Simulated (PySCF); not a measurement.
Species: C9H8ClN.
Bonds: C1–N2, N2–C3 (aromatic), C3–C4 (aromatic), C4–C5 (aromatic), C5–C6 (aromatic), C6–C7 (aromatic), C7–C8 (aromatic), C8–C9 (aromatic), C9–Cl10, C9–C11 (aromatic), N2–C11 (aromatic), C5–C11 (aromatic). Hydrogens: H12, H13, H14 on C1; H15 on C3; H16 on C4; H17 on C6; H18 on C7; H19 on C8.

Computed with PBE0-D3(BJ)/def2-SVP geometry optimisation, gas phase in PySCF 2.14.0.

(1) What internal coordinates does the optimisation give?

Results:

(1) 
```json
{"bond": "C1–N2", "length (Å)": "1.443"}
{"bond": "N2–C3", "length (Å)": "1.376"}
{"bond": "C3–C4", "length (Å)": "1.369"}
{"bond": "C4–C5", "length (Å)": "1.430"}
{"bond": "C5–C6", "length (Å)": "1.404"}
{"bond": "C6–C7", "length (Å)": "1.384"}
{"bond": "C7–C8", "length (Å)": "1.406"}
{"bond": "C8–C9", "length (Å)": "1.387"}
{"bond": "C9–Cl10", "length (Å)": "1.741"}
{"bond": "C9–C11", "length (Å)": "1.404"}
{"bond": "N2–C11", "length (Å)": "1.376"}
{"bond": "C5–C11", "length (Å)": "1.427"}
{"bond": "C1–H12, C1–H13, C1–H14", "length (Å)": "1.099"}
{"bond": "C3–H15", "length (Å)": "1.089"}
{"bond": "C4–H16", "length (Å)": "1.087"}
{"bond": "C6–H17", "length (Å)": "1.092"}
{"bond": "C7–H18", "length (Å)": "1.092"}
{"bond": "C8–H19", "length (Å)": "1.091"}
```

Bonds in one row agree within 0.01 Å and their mean is given. A selection of angles:
```json
{"angle": "N2–C1–H12", "degrees": "108.2"}
{"angle": "N2–C1–H13", "degrees": "111.4"}
{"angle": "H12–C1–H13", "degrees": "108.7"}
{"angle": "H13–C1–H14", "degrees": "108.3"}
{"angle": "C1–N2–C3", "degrees": "123.8"}
{"angle": "C1–N2–C11", "degrees": "127.9"}
{"angle": "C3–N2–C11", "degrees": "108.2"}
{"angle": "N2–C3–C4", "degrees": "110.8"}
{"angle": "N2–C3–H15", "degrees": "119.5"}
{"angle": "C4–C3–H15", "degrees": "129.7"}
{"angle": "C3–C4–C5", "degrees": "106.5"}
{"angle": "C3–C4–H16", "degrees": "126.4"}
{"angle": "C5–C4–H16", "degrees": "127.0"}
{"angle": "C4–C5–C6", "degrees": "133.1"}
{"angle": "C4–C5–C11", "degrees": "106.7"}
{"angle": "C6–C5–C11", "degrees": "120.2"}
{"angle": "C5–C6–C7", "degrees": "119.0"}
{"angle": "C5–C6–H17", "degrees": "120.1"}
{"angle": "C7–C6–H17", "degrees": "120.9"}
{"angle": "C6–C7–C8", "degrees": "120.9"}
{"angle": "C6–C7–H18", "degrees": "120.2"}
{"angle": "C8–C7–H18", "degrees": "118.9"}
{"angle": "C7–C8–C9", "degrees": "121.0"}
{"angle": "C7–C8–H19", "degrees": "120.5"}
{"angle": "C9–C8–H19", "degrees": "118.5"}
{"angle": "C8–C9–Cl10", "degrees": "118.8"}
{"angle": "C8–C9–C11", "degrees": "119.1"}
{"angle": "Cl10–C9–C11", "degrees": "122.1"}
{"angle": "N2–C11–C9", "degrees": "132.5"}
{"angle": "N2–C11–C5", "degrees": "107.8"}
{"angle": "C5–C11–C9", "degrees": "119.7"}
```

The C–C distances run from 1.369 Å (C3–C4, aromatic) to 1.430 Å (C4–C5, aromatic), a spread of 0.061 Å. The 3 C–N bonds span 1.376 Å (N2–C3, aromatic) to 1.443 Å (C1–N2, drawn single), a spread of 0.067 Å. N2 (pyrrole-type nitrogen) is planar (angles 127.9°, 123.8° and 108.2°, sum 360.0°, 0.00 Å off the plane of its three neighbours). The 6-membered ring C5–C6–C7–C8–C9–C11 has internal angles of 119.0° to 121.0° (sum 720°, against 720° for a flat polygon); it is planar, 0.00 Å rms from its mean plane, widest ring torsion 0°. The 11 heavy atoms lie in one plane (0.001 Å rms). Of the pairs four or more bonds apart, C1···Cl10 is among the closest relative to their van der Waals radii: 3.17 Å, 92 % of the sum of Bondi's values. The 5-membered ring N2–C3–C4–C5–C11 has internal angles of 106.5° to 110.8° (sum 540°, against 540° for a flat polygon); it is planar, 0.00 Å rms from its mean plane, widest ring torsion 0°.

Point group: Cs (tolerance 0.08 Å). PBE0-D3(BJ)/def2-SVP frequencies: not computed here.

Cost: about 2.5 min of CPU time on one thread; the machine was shared, so the figure is rough. That covers the optimisation of the geometry.
